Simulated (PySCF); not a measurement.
# Dipole response of Tc⁺ (technetium, charge +1)

[Kr] 4d5 5s1, high-spin 7S determinant. Computed with PySCF 2.14 in aug-cc-pVTZ-PP with ECP28MDF (6s6p5d3f2g, 88 functions), with scalar relativity through the core potential. Coupled (time-dependent) response in atomic units; α is the mean over directions.

```tsv
method	mean α (bohr³)	C₆ (like pair)	S(−4)
HSE06	35.51	263.0	745.1
M06-2X	39.72	305.1	920.4
```

S(−4) is the Cauchy moment in α(ω) = α(0) + S(−4) ω² + …

α(iu) at M06-2X:

```tsv
u (hartree)	α(iu) (bohr³)
0	39.72
0.0500	37.58
0.100	32.60
0.200	22.54
0.300	16.12
0.500	9.864
0.750	6.496
1.00	4.740
1.50	2.909
2.00	1.972
3.00	1.064
5.00	0.4418
```

A single London oscillator, α(iu) = α/(1 + u²/ω²), gives C₆ = (3/4) ω α². Matching the computed C₆ needs ω = 4 × 305.1 / (3 × 39.72²) = 0.258 hartree.

For an ion, C₆ is the dispersion term alone; charge-induced terms of lower order in 1/R come first.

Energies and moments cover only the electrons outside the core potential.
